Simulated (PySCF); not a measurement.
**Telling isomers of C6H12F2Si apart by NMR**

A single conformation, rapidly exchanging positions averaged, no relativistic terms, in vacuum. GFN2-xTB structure; PBE0/pcSseg-1 with gauge-including orbitals; PySCF 2.14.0 with density-fitted response routines.

δ = σ(ref) − σ, references computed at the same level: 1H (σ = 31.72 ppm) and 13C (σ = 186.93 ppm) against TMS. Splittings of carbon signals by F and P are missing where no couplings were computed. Where no couplings were computed, multiplicities follow the n + 1 count of equivalent neighbours, and m marks all less simple cases (inequivalent or close neighbours, rings, F or P nearby). Shifts are as computed. Against solution values, carbons near 30 ppm lie about +3 ppm off and those near 130 ppm about +5 ppm. Of 1309 compounds with measured shifts, 239 miss one by over three times the rms of a fit or turn the order of signals round; such compounds aren't used in these exercises.

(1) Tabulate the signals of `CC(C)[C@H]([SiH3])/C(F)=C/F`, `C[C@@]1(F)C[C@@H](F)CC[SiH2]1`, `F[C@@H]1CCC[C@@](F)([SiH3])C1`, `CC/C(=C/[SiH2]CF)CF` and their relative energies.

(2) What is the quickest way to tell C[C@@]1(F)C[C@@H](F)CC[SiH2]1 from F[C@@H]1CCC[C@@](F)([SiH3])C1?

(3) What is the quickest way to tell CC(C)[C@H]([SiH3])/C(F)=C/F from F[C@@H]1CCC[C@@](F)([SiH3])C1?

(4) What is the quickest way to tell C[C@@]1(F)C[C@@H](F)CC[SiH2]1 from CC/C(=C/[SiH2]CF)CF?

Results:

(1) 
```json
{"SMILES": "CC(C)[C@H]([SiH3])/C(F)=C/F", "carbon types": "1×C 3×CH 2×CH3", "δC": "161.6, 140.6, 35.1, 31.6, 25.2, 24.8", "δH": "6.39 (m, 1H), 4.07 (d, 3H), 2.00 (m, 1H), 1.07 (d, 3H), 1.02 (d, 3H), 0.97 (m, 1H)", "E rel. (kcal/mol)": "33.2"}
{"SMILES": "C[C@@]1(F)C[C@@H](F)CC[SiH2]1", "carbon types": "1×C 1×CH 3×CH2 1×CH3", "δC": "94.0, 93.8, 50.8, 35.0, 28.7, 5.7", "δH": "4.95 (m, 1H), 4.02 (m, 1H), 3.89 (m, 1H), 2.58 (m, 1H), 2.56 (m, 1H), 1.56 (m, 1H), 1.53 (m, 3H), 1.52 (m, 1H), 1.09 (m, 1H), 1.06 (m, 1H)", "E rel. (kcal/mol)": "0.0"}
{"SMILES": "F[C@@H]1CCC[C@@](F)([SiH3])C1", "carbon types": "1×C 1×CH 4×CH2", "δC": "95.5, 92.6, 48.1, 40.3, 36.8, 23.1", "δH": "4.65 (m, 1H), 3.95 (m, 3H), 2.78 (m, 1H), 2.22 (m, 1H), 2.20 (m, 1H), 1.95 (m, 1H), 1.83 (m, 1H), 1.67 (m, 1H), 1.40 (m, 1H), 1.18 (m, 1H)", "E rel. (kcal/mol)": "8.1"}
{"SMILES": "CC/C(=C/[SiH2]CF)CF", "carbon types": "1×C 1×CH 3×CH2 1×CH3", "δC": "168.2, 120.2, 89.2, 79.3, 32.8, 18.6", "δH": "6.11 (m, 1H), 5.38 (m, 2H), 4.92 (m, 2H), 4.53 (m, 2H), 1.98 (q, 2H), 1.16 (t, 3H)", "E rel. (kcal/mol)": "30.3"}
```

Energies are electronic energies at PBE0/pcSseg-1 on these geometries, without zero-point or thermal terms, each for the one conformer computed, which needn't be the lowest.

(2) Both give the same number of carbon signals, but DEPT or the intensities differ. The first has a methyl carbon (CH3) at 28.7 ppm, the second an sp3 CH2 in a ring at 23.1 ppm. Their most deshielded carbons lie at 94.0 and 95.5 ppm.

(3) Both give the same number of carbon signals, but DEPT or the intensities differ. The first has a fully substituted alkene carbon (C) at 161.6 ppm, the second a fully substituted sp3 carbon bonded to F and Si (C) at 95.5 ppm. In the proton spectra the most deshielded non-exchanging signals are 6.39 (m, 1H) and 4.65 (m, 1H).

(4) Both give the same number of carbon signals, with the same numbers of each carbon type, so the positions decide. The first has a fully substituted sp3 carbon bonded to F and Si (C) at 93.8 ppm, the second a fully substituted alkene carbon (C) at 168.2 ppm. Their most deshielded carbons lie at 94.0 and 168.2 ppm. In the proton spectra the most deshielded non-exchanging signals are 4.95 (m, 1H) and 6.11 (m, 1H).
